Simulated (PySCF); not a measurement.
## How methods differ on the ionisation energy of Nb³⁴⁺

Nb³⁴⁺ [He] 2s2 2p3 [2p1/2^2 2p3/2^1, M_J = 3/2] → Nb³⁵⁺ [He] 2s2 2p2 [2p1/2^2, M_J = 0], as a difference of total energies. Computed with PySCF 2.14 in an even-tempered Gaussian basis (17 s from 14 bohr⁻², ratio 2.4; 12 p from 18 bohr⁻², ratio 2.4; 5 d from 65 bohr⁻², ratio 2.6; 4 f from 97 bohr⁻², ratio 2.6), with the two-component X2C-1e Hamiltonian. Correlated levels: nothing frozen; the 32 highest virtual spinors dropped. "Screened" scales the spin-orbit matrix elements by Boettger's factors to mimic the two-electron term; Breit and QED terms are absent.

| method | ionisation energy (eV) |
| --- | --- |
| GHF (spin-free) | 4599.3 |
| GMP2 (spin-free) | 4599.1 |
| GHF (screened spin-orbit) | 4546.4 |
| GMP2 (screened spin-orbit) | 4545.6 |

For this ion Breit and QED terms and the two-electron picture change, all absent here, outweigh the correlation shift from GHF to GMP2.

The spin-free rows relax to the high-spin LS determinant and lack the spin-orbit shift.

The labels give the starting determinants; with spin-orbit coupling the two ends relaxed to ⟨J²⟩ = 3.75, ⟨L²⟩ = 2.00, ⟨S²⟩ = 1.80 and ⟨J²⟩ = 0.00, ⟨L²⟩ = 1.33, ⟨S²⟩ = 1.33.

For comparison: 4540 ± 30 eV (semi-empirical (NIST evaluation); NIST Atomic Spectra Database, ionization energies).
